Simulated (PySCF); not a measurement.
Two-component Hartree-Fock for Mo⁴⁺ (molybdenum, charge +4)

Start: [Kr] 4d2; 4d3/2 filled at m_j = +1/2, +3/2. Calculated with PySCF 2.14 in x2c-QZVPPall-2c (13s12p9d3f2g, 133 functions): generalised Hartree-Fock with the X2C-1e Hamiltonian and a Gaussian nucleus; one run each with spin-orbit coupling (SO) switched off, then screened by Boettger's factors.

| spinor shell | electrons | ε, spin-free (eV) | ε, screened SO (eV) | weight of nominal j (screened SO) | rms radius, screened SO (bohr) |
| --- | --- | --- | --- | --- | --- |
| 1s1/2 | 2 | -20157.2 | -20156.2 | 1.000 | 0.0404 |
| 2s1/2 | 2 | -2965.4 | -2965.1 | 1.000 | 0.166 |
| 2p1/2 | 2 | -2649.7 | -2723.3 | 1.000 | 0.145 |
| 3s1/2 | 2 | -578.30 | -578.16 | 1.000 | 0.456 |
| 3p1/2 | 2 | -471.95 | -484.56 | 1.000 | 0.454 |
| 3p3/2 | 4 | -471.95 | -465.91 | 1.000 | 0.465 |
| 3d3/2 | 4 | -298.97 | -301.26 | 0.991 | 0.451 |
| 3d5/2 | 6 | -298.97 | -297.26 | 0.994 | 0.455 |
| 4s1/2 | 2 | -126.71 | -126.65 | 1.000 | 1.16 |
| 4p1/2 | 2 | -94.249 | -98.361 | 0.799 | 1.27 |
| 4p3/2 | 4 | -94.249 | -92.184 | 0.899 | 1.28 |
| 4d3/2 | 2 | -54.025 | -54.102 | 0.829 | 1.63 |

Q: Where does 2p3/2 lie, and what is the 2p spin-orbit splitting (screened SO)?

A: At -2615.0 eV, 108.30 eV above 2p1/2.

```tsv
quantity	spin-free	screened SO
E (hartree)	-4042.81306	-4043.29842
M_J	2	2
⟨J²⟩	8.009	7.068
⟨L²⟩	12.008	11.859
⟨S²⟩	2.001	1.950
```

The determinant has a definite M_J but mixes levels of different J.

Each row is a mean over spinors that exchange with the open shell spreads, by up to 4.033 eV (4p1/2).

Rows whose weight is well below 1 are mixtures of j = l ± 1/2: exchange outweighs spin-orbit coupling there, and the label is only the starting occupation.

Breit and QED terms are absent; they matter most for the inner s and p1/2 levels.

Densities and radii are taken from the X2C orbitals without a picture-change correction, which distorts them close to the nucleus.

Without spin-orbit coupling the j labels of p, d and f shells carry no meaning; the spin-free column gives the mean over the occupied spinors of each nl shell, and its ⟨J²⟩ belongs to a mixture of degenerate components.
